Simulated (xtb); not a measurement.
acetone (C3H6O), singlet, from a rough starting geometry; xtb 6.7.1 with GFN2-xTB.

Here is a job for xtb.
```
$ xtb mol.xyz --gfn 2 --opt vtight --json

# file mol.xyz
10

O     -0.04788490     0.00997671     1.86580291
C      0.01660038    -0.01187216     0.61447870
C     -0.00285644     1.23514384    -0.21219177
C     -0.00799359    -1.29499380    -0.17626013
H     -0.02389852     2.12632367     0.51228031
H      0.01829293    -2.17668170     0.54336080
H     -0.91019449     1.39309194    -0.78391716
H      0.90114273     1.30687072    -0.85165754
H      0.87136703    -1.32124975    -0.83243073
H     -0.85466218    -1.38063678    -0.81552735
```

What the program printed (banner, timings and long lists left out):

```
   ID    Z sym.   atoms
    1    8 O      1
    2    6 C      2-4
    3    1 H      5-10

           -------------------------------------------------
          |                Calculation Setup                |
           -------------------------------------------------

           -------------------------------------------------
          |                 G F N 2 - x T B                 |
           -------------------------------------------------

          ...................................................
          :                      SETUP                      :
          :.................................................:
          :  # basis functions                  22          :
          :  # atomic orbitals                  22          :
          :  # shells                           14          :
          :  # electrons                        24          :
          :  max. iterations                   250          :
          :  Hamiltonian                  GFN2-xTB          :
          :  restarted?                      false          :
          :  GBSA solvation                  false          :
          :  PC potential                    false          :
          :  electronic temp.          300.0000000     K    :
          :  accuracy                    1.0000000          :
          :  -> integral cutoff          0.2500000E+02      :
          :  -> integral neglect         0.1000000E-07      :
          :  -> SCF convergence          0.1000000E-05 Eh   :
          :  -> wf. convergence          0.1000000E-03 e    :
          :  Broyden damping             0.4000000          :
          :  net charge                          0          :
          :  unpaired electrons                  0          :
          ...................................................

 iter      E             dE          RMSdq      gap      omega  full diag
   1    -13.6152096 -0.136152E+02  0.455E+00    4.59       0.0  T
   2    -13.6576753 -0.424658E-01  0.228E+00    3.35       1.0  T
   3    -13.6688106 -0.111353E-01  0.164E+00    4.00       1.0  T
   4    -13.6735794 -0.476878E-02  0.148E-01    3.74       1.0  T
   5    -13.6736310 -0.516228E-04  0.823E-02    3.77       1.0  T
   6    -13.6736428 -0.117576E-04  0.316E-02    3.75       1.0  T
   7    -13.6736427  0.556306E-07  0.806E-03    3.75       3.9  T
   8    -13.6736430 -0.324050E-06  0.397E-03    3.76       8.0  T
   9    -13.6736431 -0.960588E-07  0.212E-04    3.75     149.0  T
  10    -13.6736431  0.178726E-09  0.219E-04    3.75     144.2  T

   *** convergence criteria satisfied after 10 iterations ***

         :::::::::::::::::::::::::::::::::::::::::::::::::::::
         ::                     SUMMARY                     ::
         :::::::::::::::::::::::::::::::::::::::::::::::::::::
         :: total energy             -13.524162975856 Eh    ::
         :: gradient norm              0.115703420027 Eh/a0 ::
         :: HOMO-LUMO gap              3.754668201281 eV    ::
         ::.................................................::
         :: SCC energy               -13.673641462256 Eh    ::
         :: -> isotropic ES            0.029435180927 Eh    ::
         :: -> anisotropic ES          0.002220611571 Eh    ::
         :: -> anisotropic XC          0.006532283442 Eh    ::
         :: -> dispersion             -0.003892650042 Eh    ::
         :: repulsion energy           0.149478486400 Eh    ::
         :: add. restraining           0.000000000000 Eh    ::
         :: total charge               0.000000000000 e     ::
         :::::::::::::::::::::::::::::::::::::::::::::::::::::

      -----------------------------------------------------------
     |                   =====================                   |
     |                        A N C O P T                        |
     |                   =====================                   |
     |               Approximate Normal Coordinate               |
     |                Rational Function Optimizer                |
      -----------------------------------------------------------
      -----------------------------------------------------------
     |                   =====================                   |
     |                        A N C O P T                        |
     |                   =====================                   |
     |               Approximate Normal Coordinate               |
     |                Rational Function Optimizer                |
      -----------------------------------------------------------

          ...................................................
          :                      SETUP                      :
          :.................................................:
          :   optimization level         verytight          :
          :   max. optcycles                   200          :
          :   ANC micro-cycles                  20          :
          :   degrees of freedom                24          :
          :.................................................:
          :   RF solver                   davidson          :
          :   write xtbopt.log                true          :
          :   linear?                        false          :
          :   energy convergence         0.1000000E-06 Eh   :
          :   grad. convergence          0.2000000E-03 Eh/α :
          :   maxmium RF displ.          1.0000000          :
          :   Hlow (freq-cutoff)         0.1000000E-01      :
          :   Hmax (freq-cutoff)         5.0000000          :
          :   S6 in model hess.         20.0000000          :
          ...................................................

generating ANC from exact Hessian ...
Using Lindh-Hessian (1995)
 Shifting diagonal of input Hessian by    1.7106063780648606E-003
 Lowest  eigenvalues of input Hessian
    0.000000    0.000000    0.000000    0.000000    0.000000    0.000000
    0.010000    0.010830    0.019381    0.044451    0.050112    0.052774
[...]
 * total energy  :   -13.5241630 Eh     change       -0.3270610E-09 Eh
 * total energy  :   -13.5331684 Eh     change       -0.9005427E-02 Eh
 * total energy  :   -13.5337479 Eh     change       -0.5794788E-03 Eh
 * total energy  :   -13.5341110 Eh     change       -0.3631401E-03 Eh
 * total energy  :   -13.5341306 Eh     change       -0.1961519E-04 Eh
 * total energy  :   -13.5341351 Eh     change       -0.4427068E-05 Eh
 * total energy  :   -13.5341360 Eh     change       -0.9623825E-06 Eh
 * total energy  :   -13.5341374 Eh     change       -0.1372623E-05 Eh
 * total energy  :   -13.5341401 Eh     change       -0.2742335E-05 Eh
 * total energy  :   -13.5341406 Eh     change       -0.4745279E-06 Eh
 * total energy  :   -13.5341407 Eh     change       -0.4848242E-07 Eh
   *** GEOMETRY OPTIMIZATION CONVERGED AFTER 11 ITERATIONS ***
[...]
   3    -13.7069043 -0.106581E-12  0.740E-06    4.10    4271.0  T

   *** convergence criteria satisfied after 3 iterations ***

         :::::::::::::::::::::::::::::::::::::::::::::::::::::
         ::                     SUMMARY                     ::
         :::::::::::::::::::::::::::::::::::::::::::::::::::::
         :: total energy             -13.534140665072 Eh    ::
         :: gradient norm              0.000061564003 Eh/a0 ::
         :: HOMO-LUMO gap              4.099901842993 eV    ::
         ::.................................................::
         :: SCC energy               -13.706902805839 Eh    ::
         :: -> isotropic ES            0.027197839051 Eh    ::
         :: -> anisotropic ES          0.001994809241 Eh    ::
         :: -> anisotropic XC          0.005577451735 Eh    ::
         :: -> dispersion             -0.003923729359 Eh    ::
         :: repulsion energy           0.172762140766 Eh    ::
         :: add. restraining           0.000000000000 Eh    ::
         :: total charge              -0.000000000000 e     ::
         :::::::::::::::::::::::::::::::::::::::::::::::::::::

           -------------------------------------------------
          |                Property Printout                |
           -------------------------------------------------

    * Orbital Energies and Occupations

         #    Occupation            Energy/Eh            Energy/eV
      -------------------------------------------------------------
         1        2.0000           -0.7106533             -19.3379
         2        2.0000           -0.6413997             -17.4534
         3        2.0000           -0.6204410             -16.8831
         4        2.0000           -0.5718545             -15.5610
         5        2.0000           -0.5468149             -14.8796
         6        2.0000           -0.5389148             -14.6646
         7        2.0000           -0.5215736             -14.1927
         8        2.0000           -0.4845395             -13.1850
         9        2.0000           -0.4785981             -13.0233
        10        2.0000           -0.4763340             -12.9617
        11        2.0000           -0.4709006             -12.8139
        12        2.0000           -0.3988299             -10.8527 (HOMO)
        13                         -0.2481613              -6.7528 (LUMO)
        14                          0.0855940               2.3291
        15                          0.1429840               3.8908
        16                          0.1676929               4.5632
        17                          0.1791800               4.8757
        18                          0.1918746               5.2212
        19                          0.2062527               5.6124
        20                          0.2085969               5.6762
        21                          0.2717039               7.3934
        22                          0.6365718              17.3220
      -------------------------------------------------------------
                  HL-Gap            0.1506686 Eh            4.0999 eV
             Fermi-level           -0.3234956 Eh           -8.8028 eV

     #   Z          covCN         q      C6AA      α(0)
     1   8 O        0.857    -0.354    20.785     6.113
     2   6 C        2.808     0.247    22.868     7.835
     3   6 C        3.754    -0.141    23.279     6.880
     4   6 C        3.754    -0.141    23.279     6.880
     5   1 H        0.925     0.066     2.125     2.279
     6   1 H        0.925     0.066     2.125     2.279
     7   1 H        0.925     0.064     2.148     2.292
     8   1 H        0.925     0.064     2.152     2.294
     9   1 H        0.925     0.064     2.148     2.292
    10   1 H        0.925     0.064     2.153     2.295

 Mol. C6AA /au·bohr⁶  :        767.136549
 Mol. C8AA /au·bohr⁸  :      16460.935921
 Mol. α(0) /au        :         41.438820

Wiberg/Mayer (AO) data.
largest (>0.10) Wiberg bond orders for each atom

 ---------------------------------------------------------------------------
     #   Z sym  total        # sym  WBO       # sym  WBO       # sym  WBO
 ---------------------------------------------------------------------------
     1   8 O    2.077 --     2 C    1.874
     2   6 C    3.919 --     1 O    1.874     4 C    1.001     3 C    1.001
     3   6 C    3.995 --     2 C    1.001     5 H    0.984     8 H    0.964
                             7 H    0.963
     4   6 C    3.995 --     2 C    1.001     6 H    0.984    10 H    0.964
                             9 H    0.963
     5   1 H    0.996 --     3 C    0.984
     6   1 H    0.996 --     4 C    0.984
     7   1 H    0.996 --     3 C    0.963
     8   1 H    0.996 --     3 C    0.964
     9   1 H    0.996 --     4 C    0.963
    10   1 H    0.996 --     4 C    0.964
 ---------------------------------------------------------------------------

Topologies differ in total number of bonds
Writing topology from bond orders to xtbtopo.mol

molecular dipole:
                 x           y           z       tot (Debye)
 q only:        0.001      -0.004      -1.117
   full:        0.002      -0.005      -1.345       3.418
molecular quadrupole (traceless):
                xx          xy          yy          xz          yz          zz
 q only:        1.304      -0.017       3.364       0.019       0.007      -4.668
  q+dip:        2.145      -0.019       3.690       0.023       0.009      -5.835
   full:        2.845      -0.015       3.441       0.024       0.008      -6.287

optimized geometry written to: xtbopt.xyz

           -------------------------------------------------
          | TOTAL ENERGY              -13.534140665072 Eh   |
          | GRADIENT NORM               0.000061564003 Eh/α |
          | HOMO-LUMO GAP               4.099901842993 eV   |
           -------------------------------------------------

normal termination of xtb
```
